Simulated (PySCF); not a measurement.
# Fractional electron number in Co⁺ (cobalt, charge +1)

The 3d beta orbital of [Ar] 3d8 is emptied in steps (occupation f), with all orbitals relaxed, ending at [Ar] 3d7. Calculation: PySCF 2.14, in def2-TZVP (6s4p4d1f, 45 functions); the non-relativistic Hamiltonian (point nucleus). The exact energy is a straight line in f; departures are measured from the line between the end points of the same method.

```
   f  TPSS (eV)
   1      0.000
0.75     -1.237
 0.5     -1.679
0.25     -1.280
   0      0.000
```

Question: For TPSS, how does the orbital energy at f = 1 compare with the removal energy?

Answer: −ε = 11.562 eV against a total-energy difference of 18.034 eV. By Janak's theorem ε = ∂E/∂f, so the gap between them reflects the curvature. Along the path −ε is 14.642 (f = 0.75), 17.921 (f = 0.5), 21.370 (f = 0.25) eV.

Reference removal energy between the ground levels: 17.084 eV (measured; NIST Atomic Spectra Database, ionization energies). The calculation has no spin-orbit coupling. The determinant left behind need not be the lowest term of the ion.
